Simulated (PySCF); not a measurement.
Pb(H)(SiH3), H4PbSi, SMILES [SiH3][PbH], singlet, PBE0/def2-SVP optimised geometry.

```
6

Pb    -1.68    -0.24     0.00
H     -1.58     1.61     0.00
Si     1.07    -0.24     0.00
H      1.60     0.47     1.21
H      1.60     0.48    -1.20
H      1.68    -1.61    -0.01
```

Density from PBE0/def2-TZVP, def2 effective core potentials past Kr in PySCF at that geometry. The core electrons that the potentials of Pb replace are not part of the density.

Minimum of the electron density along straight lines between bonded atoms, close to the bond critical point (lines longer than 1.1 times the sum of covalent radii, or with two minima, are not listed):

| bond | length / Å | ρ at the minimum / e bohr⁻³ | ∇²ρ there / e bohr⁻⁵ | position (fraction from the first atom) |
|---|---|---|---|---|
| Pb1–H2 | 1.854 | 0.096 | [?] | 0.65 |
| Pb1–Si3 | 2.741 | [?] | [?] | 0.52 |
| Si3–H4 | 1.502 | 0.115 | 0.15 | 0.49 |
| Si3–H5 | 1.502 | 0.115 | 0.15 | 0.49 |
| Si3–H6 | 1.500 | 0.116 | 0.15 | 0.49 |

What belongs in the gaps?


- Pb1–H2, ∇²ρ there / e bohr⁻⁵: 0.07
- Pb1–Si3, ρ at the minimum / e bohr⁻³: 0.062
- Pb1–Si3, ∇²ρ there / e bohr⁻⁵: -0.01
